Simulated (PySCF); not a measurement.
## Working with the constants of LaN

RHF-CCSD(T) constants of LaN, singlet, about 0.1 electrons in the 4f shell (Mulliken) (PySCF, spin-free X2C with a Gaussian nucleus, basis sets La x2c-TZVPPall, N x2c-TZVPPall; masses 138.9063 and 14.0031 u):

* ωe: 830.6 cm⁻¹
* ωexe: 2.93 cm⁻¹
* Be: 0.3908 cm⁻¹
* αe: 0.00198 cm⁻¹
* De to La (5d1 6s2) + N: 5.16 eV

Task: What force constant and bond length do these constants imply?

Result: Reduced mass μred = 12.721 u; k = 5.8918×10⁻⁷·μred·ωe² (u, cm⁻¹, mdyn/Å) = 5.17 mdyn/Å; Re = √(16.8576/(μred·Be)) (u, cm⁻¹, Å) = 1.841 Å.

Task: Estimate the centrifugal constant D from the Kratzer relation and find the Dunham coefficient a1.

Result: D = 4Be³/ωe² = 3.46e-07 cm⁻¹; a1 = −1 − αeωe/(6Be²) = -2.79.

Correlated steps freeze 19 core orbitals. These are scalar-relativistic numbers at best; spin–orbit coupling would shift them, the dissociation energy most. Where the molecule has an RHF reference, its open-shell atoms are computed with UHF.
